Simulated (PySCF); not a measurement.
Run record: excited-state job, `C=C[C@H]1P(C1)C#CC`.

Computed with TDDFT CAM-B3LYP/def2-SVPD, vertical, gas phase, core orbitals frozen in the response (PySCF 2.14.0, density-fitted response routines). Geometry: GFN2-xTB. The input is one job of a driver script: a line of settings, then coordinates in Å.

Input:
```
{"job": {"kind": "uv", "xc": "CAM-B3LYP", "basis": "def2-SVPD", "nstates": 8, "ntriplets": 3}, "charge": 0, "multiplicity": 1}
C     -2.382226     0.271398     1.318887
C     -1.432579    -0.229655     0.542079
C     -1.611286    -0.524269    -0.876613
C     -0.766391    -1.568269    -1.558581
P     -0.384214     0.141789    -2.144037
C      0.987423     0.469136    -1.084850
C      1.985728     0.801428    -0.495669
C      3.159268     1.146625     0.273979
H     -3.367618     0.489420     0.940667
H     -2.212179     0.477665     2.360960
H     -0.448639    -0.435157     0.943180
H     -2.639061    -0.447700    -1.222939
H     -0.014167    -2.064124    -0.958482
H     -1.269536    -2.226889    -2.255434
H      3.206231     0.545239     1.182281
H      4.057333     0.964736    -0.316726
H      3.124914     2.200656     0.549733
```

Task: Estimate the output.

Result: 
```
coarse grid: 14808 points
cycle   1  E = -612.8169614473  dE =  1.254e+00  |g| = 3.594e-01  |ddm| = 9.069e+00
cycle   2  E = -612.8371263385  dE = -2.016e-02  |g| = 2.709e-01  |ddm| = 2.000e+00
cycle   3  E = -612.8562166505  dE = -1.909e-02  |g| = 6.353e-02  |ddm| = 6.757e-01
cycle   4  E = -612.8568719786  dE = -6.553e-04  |g| = 4.334e-02  |ddm| = 2.110e-01
cycle   5  E = -612.8573261750  dE = -4.542e-04  |g| = 8.069e-03  |ddm| = 9.436e-02
cycle   6  E = -612.8573448780  dE = -1.870e-05  |g| = 2.110e-03  |ddm| = 2.801e-02
cycle   7  E = -612.8573462176  dE = -1.340e-06  |g| = 1.004e-03  |ddm| = 7.376e-03
final grid: 138736 points
cycle   8  E = -612.9562559787  dE = -3.930e-05  |g| = 3.877e-03  |ddm| = 1.338e-01
cycle   9  E = -612.9562560247  dE = -4.601e-08  |g| = 3.948e-03  |ddm| = 1.949e-02
cycle  10  E = -612.9562600615  dE = -4.037e-06  |g| = 5.812e-04  |ddm| = 8.143e-03
cycle  11  E = -612.9562601497  dE = -8.823e-08  |g| = 1.627e-04  |ddm| = 1.486e-03
cycle  12  E = -612.9562601569  dE = -7.145e-09  |g| = 4.463e-05  |ddm| = 5.501e-04
cycle  13  E = -612.9562601575  dE = -6.027e-10  |g| = 1.023e-05  |ddm| = 1.438e-04
converged SCF energy = -612.9562601575

Static polarisability (au): isotropic 110.545, principal 81.892 112.227 137.516

Singlet excitations
state   eV       nm        f      main configurations
  1   5.4119    229.1   0.11986   H->L 0.57, H-1->L 0.15
  2   5.6077    221.1   0.05104   H-1->L 0.58, H->L 0.12
  3   5.7051    217.3   0.06315   H->L+2 0.45, H->L+1 0.11, H-1->L+2 0.10
  4   6.2279    199.1   0.31028   H->L+3 0.19, H->L 0.18, H-1->L+2 0.18
  5   6.5014    190.7   0.00500   H->L+1 0.25, H-2->L 0.23, H->L+3 0.22
  6   6.5600    189.0   0.01483   H->L+1 0.37, H->L+2 0.20, H->L+3 0.16
  7   6.6556    186.3   0.05516   H->L+3 0.24, H-1->L+3 0.17, H-1->L 0.12
  8   6.7872    182.7   0.01186   H-1->L+1 0.31, H-1->L+3 0.11, H-2->L+2 0.11

Triplet excitations (Tamm-Dancoff, eV): 3.9278 4.6628 4.8707
```

The SCF starts on a coarse grid where the log names one; the energy can jump when the final grid takes over, and dE then counts from the start density on the new grid. H and L stand for HOMO and LUMO; the number after each pair is its weight.

Task: How does the lowest singlet excitation compare with the HOMO–LUMO gap?

Result: HOMO -7.68 eV and LUMO 0.68 eV give a gap of 8.36 eV; S1 at 5.41 eV lies 2.95 eV below it.

Task: Give S1 in cm⁻¹ and kJ/mol.

Result: 5.4119 eV × 8065.54 = 43650 cm⁻¹; × 96.485 = 522.2 kJ/mol.

Main results: HOMO -7.68 eV, LUMO 0.68 eV; lowest singlet 5.41 eV; lowest triplet 3.93 eV (Tamm–Dancoff); mean polarisability 110.5 au.

Task: How long does this job take on one thread, Arm Neoverse V2 (shared host)?

Result: About 49 s.

One conformer stands for the species.
Labels such as C1 count atoms from 1, the log's own numbers from 0.
